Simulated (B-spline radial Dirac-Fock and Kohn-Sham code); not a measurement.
**How the settings move the core levels of Si⁶⁺**

ΔSCF core binding energies without Breit or QED terms, calculated with an atomic code on a B-spline grid. Keys: rel is the Hamiltonian (dirac, or spin-free x2c and nr, where L3 and M5 stand for the whole 2p and 3d shells), method is hf or an exchange,correlation pair (spin-unpolarised, also for the hole states), nuc the nuclear model, radius_factor scales its radius, rmax is the box in bohr, h the logarithmic mesh step, order the B-spline order, points the quadrature points per cell, c_factor scales the speed of light, and damp, ndamp, maxit and tol steer the iteration. The run stops when the commutator error falls below 10·tol·max(1, Z/10), or the numerical noise floor, and the energy has settled to about 1e-8 Ha; the virial ratio is −V/T.

Base input:

```json
{"items": [{"Z": 14, "q": 6, "cfg": [[1, 0, 2], [2, 0, 2], [2, 1, 4]], "A": 28, "rrms": 3.1224, "do": "settings", "holes": ["K", "L3", "M5"],
  "settings": [{"rel": "dirac", "method": "hf", "nuc": "fermi", "radius_factor": 1.0, "rmax": 45.0, "h": 0.3, "order": 8, "points": 10, "c_factor": 1.0, "maxit": 60, "damp": 0.5, "ndamp": 3, "tol": 1e-08}]}]}
```

The ground state converged in 8 iterations, with total energy -272.12871 Ha, virial ratio 1.99545 and highest orbital energy -252.72 eV. ΔSCF binding energies: K (1s) 2022.4 eV. Holes are computed only in closed shells, and unreliable hole states are left out.

Changes from the base run:

```
                             changed setting  Δ total energy (Ha)  Δ K (eV)  iterations
                                   order = 6              0.00000      0.00           9
                                  damp = 0.2              0.00000      0.00           8
                                 rmax = 30.0              0.00000      0.00           8
radius_factor = 0.8; rmax = 30.0; damp = 0.2             -0.00007      0.00           8
 radius_factor = 0.8; order = 6; tol = 1e-06             -0.00007      0.00           7
                                 tol = 1e-06              0.00000      0.00           7
                          method = "b88,lyp"                    ?         ?           ?
```

Question: What does the change method = "b88,lyp" do?

Answer: The total energy moves by -0.22499 Ha and the binding energies by K +14.65 eV; the run takes 8 iterations.
